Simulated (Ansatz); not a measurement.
Stepwise reaction of `[OH][Zr]([OH])([F])[F]` with hydrogen sulfide, as a gas-phase model of exchange steps in deposition or etching. ΔE in kJ/mol; ΔG adds harmonic PBE0-D4 terms to CCSD(T)/CBS, at 1 bar.

Isolated molecules relaxed with PBE0-D4/def2-TZVP in Ansatz; ΔE leaves out vibrations. CCSD(T)/CBS is the MP2 limit (def2-TZVPP, def2-QZVPP) plus CCSD(T) − MP2 in def2-TZVPP, frozen cores. This one scheme is used for every species. Functionals use def2-TZVPP. B3LYP here is the variant with VWN-RPA as its local correlation; programs differ in this. def2 core potentials past Kr. For Zr outer-core shells are correlated without core-valence functions, which leaves a few kJ/mol of doubt a bond. One conformer a species, not always the lowest.

| step | reaction | PBE-D4 | B3LYP-D4 | ωB97M-V | CCSD(T)/CBS | ΔG(500 K) |
| --- | --- | --- | --- | --- | --- | --- |
| 2 | `[OH][Zr]([F])([F])[SH]` + H₂S → `[F][Zr]([F])([SH])[SH]` + H₂O | 36.2 | 45.2 | 47.8 | 40.2 | 52.7 |

Q: Give the row of step 1, `[OH][Zr]([OH])([F])[F]` + H₂S → `[OH][Zr]([F])([F])[SH]` + H₂O. (An estimate is asked.)

A: The calculation gave: 
```tsv
step	reaction	PBE-D4	B3LYP-D4	ωB97M-V	CCSD(T)/CBS	ΔG(500 K)
1	`[OH][Zr]([OH])([F])[F]` + H₂S → `[OH][Zr]([F])([F])[SH]` + H₂O	32.4	41.9	43.0	37.7	43.8
```

Q: By hand: ΔE of the 2 steps together at CCSD(T)/CBS.

A: (37.7) + (40.2) = 77.9 kJ/mol, or 39.0 kJ/mol a step.

In ΔE the steps differ by no more than 2.5 kJ/mol. All are uphill at CCSD(T)/CBS. ΔG lies between 43.8 and 52.7 kJ/mol a step. PBE-D4 differs from CCSD(T)/CBS by -5.3 to -4.0 kJ/mol a step. Isolated molecules leave out the surface, adducts and barriers. Largest T1 diagnostic: 0.018.
